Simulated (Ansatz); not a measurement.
```yaml
crystal:
  periodic: [false, false, false]
  atoms:
    - {symbol: F, position_ang: [1.438819, -0.915416, -1.717592]}
    - {symbol: C, position_ang: [0.336097, -0.853640, -0.899630]}
    - {symbol: C, position_ang: [-0.461807, 0.440335, -1.132466]}
    - {symbol: F, position_ang: [-1.776283, 0.133335, -1.366888]}
    - {symbol: C, position_ang: [-0.331666, 1.214447, 0.177966]}
    - {symbol: F, position_ang: [-1.352993, 2.073006, 0.409647]}
    - {symbol: C, position_ang: [-0.197161, 0.127845, 1.239978]}
    - {symbol: F, position_ang: [-1.385332, -0.448719, 1.496332]}
    - {symbol: F, position_ang: [0.288027, 0.598790, 2.405983]}
    - {symbol: C, position_ang: [0.748355, -0.869138, 0.568050]}
    - {symbol: F, position_ang: [0.674365, -2.109179, 1.125561]}
    - {symbol: H, position_ang: [-0.312976, -1.706715, -1.114718]}
    - {symbol: H, position_ang: [-0.076577, 0.990867, -1.992896]}
    - {symbol: H, position_ang: [0.612530, 1.773330, 0.164841]}
    - {symbol: H, position_ang: [1.774804, -0.500049, 0.665133]}
basis:
  gaussian: {orbitals: STO-3G, final_grid: {core_spheres: 20, valence_spheres: 16, degree: 47}}
magnetization: {spin_polarized: true, initial_magnetization: 2}
hamiltonian: {xc: {name: HF}}
correlation: {method: bccd_t}
scf: {lower_state_search: full}
```

```sh
$ ansatz run in.yaml --threads 4 --pin off --events-out ev --progress --plain --max-ram 63488MiB --backend cpu
```

Shortened log:

```
Functional definition: HF
877 factors; integrals over basis functions are off by at most 3.9e-5 eV
mean field evaluation 1: about -21132.7751 eV, gradient 4.0e1 eV
mean field evaluation 2: about -21133.5780 eV, gradient 4.1e1 eV
mean field evaluation 4: about -21145.3616 eV, gradient 3.3e0 eV
mean field evaluation 8: about -21146.0169 eV, gradient 1.0e0 eV
mean field evaluation 16: about -21148.1705 eV, gradient 2.6e-2 eV
mean field evaluation 128: about -21148.7408 eV, gradient 6.7e-2 eV
mean field evaluation 192: about -21149.1126 eV, gradient 3.7e-2 eV
mean field evaluation 256: about -21147.8748 eV, gradient 1.1e-2 eV
mean field evaluation 288: about -21147.7599 eV, gradient 3.7e-2 eV
mean field evaluation 320: about -21149.1184 eV, gradient 1.6e-2 eV
mean field evaluation 608: about -21149.1191 eV, gradient 1.5e-1 eV
mean field evaluation 672: about -21149.1127 eV, gradient 2.6e-1 eV
mean field evaluation 1024: about -21145.1963 eV, gradient 1.8e-1 eV
mean field evaluation 1088: about -21147.8747 eV, gradient 6.8e-4 eV
mean field -21149.11944487 eV, -777.2158042110 hartree, gradient 2.7e-9 eV, S^2 2.008462; 20 other end points of the search recorded, 0 dependent functions left out
determinant -21149.11944487 eV, -777.2158042110 hartree, with singles and doubles -21160.00086824 eV, -777.6156891441 hartree
determinant -21149.11576786 eV, -777.2156690832 hartree, with singles and doubles -21159.94879362 eV, -777.6137754372 hartree
determinant -21149.11262680 eV, -777.2155536515 hartree, with singles and doubles -21159.92989898 eV, -777.6130810718 hartree
determinant -21148.75590724 eV, -777.2024444495 hartree, with singles and doubles -21159.67989706 eV, -777.6038936708 hartree
determinant -21148.17054872 eV, -777.1809329205 hartree, with singles and doubles -21159.26521409 eV, -777.5886543526 hartree
determinant -21147.87467541 eV, -777.1700597772 hartree, with singles and doubles -21158.73619606 eV, -777.5692132987 hartree
determinant -21147.75966839 eV, -777.1658333470 hartree, with singles and doubles -21158.56613418 eV, -777.5629636399 hartree
determinant -21146.23658516 eV, -777.1098610708 hartree, with singles and doubles -21159.57385269 eV, -777.5999966122 hartree
determinant -21146.20997698 eV, -777.1088832381 hartree, with singles and doubles -21159.47317484 eV, -777.5962967691 hartree
determinant -21146.16733807 eV, -777.1073162869 hartree, with singles and doubles -21159.42147670 eV, -777.5943968978 hartree
determinant -21149.11944487 eV, -777.2158042110 hartree, with singles and doubles -21160.05776757 eV, -777.6177801560 hartree
determinant -21149.11576786 eV, -777.2156690832 hartree, with singles and doubles -21159.95173905 eV, -777.6138836798 hartree
determinant -21149.11262680 eV, -777.2155536515 hartree, with singles and doubles -21159.93276412 eV, -777.6131863639 hartree
determinant -21148.75590724 eV, -777.2024444495 hartree, with singles and doubles -21159.65548462 eV, -777.6029965301 hartree
determinant -21146.23658516 eV, -777.1098610708 hartree, with singles and doubles -21159.81751099 eV, -777.6089508893 hartree
determinant -21146.20997698 eV, -777.1088832381 hartree, with singles and doubles -21159.64471741 eV, -777.6026008423 hartree
11 core orbitals not correlated: weight in the atoms' cores, before any rotation towards them, 1.000 or more for the frozen orbitals, at most 0.000 for the correlated occupied ones
reference -21149.11944487 eV, -777.2158042110 hartree; 34, 32 occupied and 14, 16 virtual orbitals, 877 factors
second order -8.39309196 eV of doubles, -0.00000000 eV of singles
cycle   1  -11.01056669 eV  change   -7.2e-2 eV  update   6.6e-2
cycle   2  -10.94428617 eV  change    6.6e-2 eV  update   1.8e-2
cycle   3  -10.91163838 eV  change    3.3e-2 eV  update   8.6e-3
cycle   4  -10.90349562 eV  change    8.1e-3 eV  update   4.4e-3
cycle   5  -10.90078735 eV  change    2.7e-3 eV  update   2.4e-3
cycle   6  -10.89997124 eV  change    8.2e-4 eV  update   1.7e-3
cycle   7  -10.89906932 eV  change    9.0e-4 eV  update   1.4e-3
cycle   8  -10.89809512 eV  change    9.7e-4 eV  update   1.2e-3
cycle   9  -10.89722729 eV  change    8.7e-4 eV  update   8.6e-4
cycle  10  -10.89655050 eV  change    6.8e-4 eV  update   5.7e-4
cycle  11  -10.89634506 eV  change    2.1e-4 eV  update   3.3e-4
cycle  12  -10.89622726 eV  change    1.2e-4 eV  update   1.9e-4
cycle  13  -10.89618328 eV  change    4.4e-5 eV  update   1.2e-4
cycle  14  -10.89617527 eV  change    8.0e-6 eV  update   8.5e-5
cycle  15  -10.89618578 eV  change   -1.1e-5 eV  update   6.9e-5
cycle  16  -10.89619273 eV  change   -7.0e-6 eV  update   6.3e-5
cycle  17  -10.89620061 eV  change   -7.9e-6 eV  update   6.0e-5
cycle  18  -10.89619754 eV  change    3.1e-6 eV  update   5.9e-5
cycle  19  -10.89619520 eV  change    2.3e-6 eV  update   5.8e-5
cycle  20  -10.89619424 eV  change    9.6e-7 eV  update   5.7e-5
cycle  21  -10.89619408 eV  change    1.6e-7 eV  update   5.6e-5
cycle  22  -10.89619958 eV  change   -5.5e-6 eV  update   5.5e-5
cycle  23  -10.89620627 eV  change   -6.7e-6 eV  update   5.4e-5
cycle  24  -10.89621196 eV  change   -5.7e-6 eV  update   5.2e-5
cycle  25  -10.89622406 eV  change   -1.2e-5 eV  update   4.9e-5
cycle  26  -10.89623914 eV  change   -1.5e-5 eV  update   4.5e-5
cycle  27  -10.89624424 eV  change   -5.1e-6 eV  update   3.9e-5
cycle  28  -10.89625117 eV  change   -6.9e-6 eV  update   3.3e-5
cycle  29  -10.89624687 eV  change    4.3e-6 eV  update   2.5e-5
cycle  30  -10.89624222 eV  change    4.7e-6 eV  update   1.8e-5
perturbative correction -0.33633519 eV, -0.0123600904 hartree
Total energy: -21160.35202228 eV, -777.6285938172 hartree
```

It took 79 s on 4 threads of an AMD EPYC 7R13 on a shared host, with 0.54 GiB of host memory at the peak.
